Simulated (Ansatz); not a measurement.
Correlation energies of C$_{3}$H$_{9}$AgClP (`C[P+](C)(C)[Ag-][Cl]`) by basis set

```xyz
15

C     1.306   -0.965    0.593
P    -0.207   -0.083    0.101
C     0.182    1.653    0.476
C    -0.151   -0.141   -1.716
Ag   -2.166   -0.884    1.050
Cl   -4.099   -1.678    1.983
H     2.187   -0.537    0.109
H     1.219   -2.018    0.318
H     1.425   -0.907    1.676
H    -0.631    2.291    0.127
H     1.115    1.961   -0.004
H     0.273    1.780    1.556
H    -0.972    0.451   -2.124
H     0.797    0.249   -2.094
H    -0.277   -1.171   -2.051
```

The species carries charge 0 and has multiplicity 1. Correlated methods include outer-core shells of Ag, which these sets cover unevenly. Ag: def2 effective core potential. Geometry: relaxed with PBE0-D4/def2-TZVP. It is one conformer, not always the lowest. Frozen core, restricted reference, the Gaussian-basis code of Ansatz.

```json
{"basis": "def2-SVP", "HF (Eh)": "-1064.91164", "MP2 corr.": "-1.05755", "CCSD corr.": "-1.10782", "(T)": "?", "CCSD(T) total": "?"}
{"basis": "def2-TZVPP", "HF (Eh)": "?", "MP2 corr.": "-1.58773", "CCSD corr.": "?", "(T)": "?", "CCSD(T) total": "?"}
{"basis": "def2-QZVPP", "HF (Eh)": "-1065.38913", "MP2 corr.": "-1.73981", "CCSD corr.": "–", "(T)": "–", "CCSD(T) total": "–"}
```

(1) Fill in the withheld values. (Estimate.)

Answers

(1) Ansatz gave: def2-SVP (T): -0.03349; def2-SVP CCSD(T) total: -1066.05295; def2-TZVPP HF (Eh): -1065.35808; def2-TZVPP CCSD corr.: -1.60995; def2-TZVPP (T): -0.06209; def2-TZVPP CCSD(T) total: -1067.03012.
